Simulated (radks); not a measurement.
Problem. The nitrogen ion N3+, 4 electrons, occupied as 1s1.5 2s2 3s0.5 (fractional occupations, a model configuration). All-electron calculation, scalar-relativistic Kohn-Sham, r2SCAN, spin-polarised, spherical densities, finite nucleus; open shells are filled with parallel spins first; meta-GGA in the generalised Kohn-Sham scheme; Fermi nuclear charge, rms radius 2.5582 fm. Program: a radial shooting solver on a logarithmic mesh with Libxc functionals. Some entries of the table are withheld. Estimate them.

orbital  occ.  eigenvalue (eV)  r(max) (bohr)
1s up       1        -500.4908            (1)
1s down   0.5        -484.9269            (2)
2s up       1         -77.8405            (3)
2s down     1         -77.1299            (4)
3s up     0.5         -26.0084          2.575

Solution. 
(1) 1s up r(max) (bohr): 0.1455
(2) 1s down r(max) (bohr): 0.1466
(3) 2s up r(max) (bohr): 0.8710
(4) 2s down r(max) (bohr): 0.8807
